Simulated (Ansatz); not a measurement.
Ansatz results at the PBE0-D4/def2-TZVP geometry: HOMO–LUMO gap (B3LYP/def2-TZVPP) 4.81 eV; HOMO–LUMO gap (PBE/def2-TZVPP) 3.31 eV; size of the dipole moment (PBE/def2-TZVPP) 2.59 D.

Each molecule was computed in one conformer, which needn't be the lowest.

Problem. Which molecule gave them?
A. `[NH2][Y]([F])[Cl]`
B. `[CH3][Y]([OH])[F]`
C. `[OH][Y]([OH])[F]`
D. `[CH3][Y]([NH2])[NH2]`

Solution. A. The others give `[CH3][Y]([NH2])[NH2]`: 4.43, 3.01, 1.44; `[OH][Y]([OH])[F]`: 6.16, 4.35, 2.37; `[CH3][Y]([OH])[F]`: 4.18, 2.77, 2.64.

B3LYP here is the variant with VWN-RPA as its local correlation; programs differ in this.
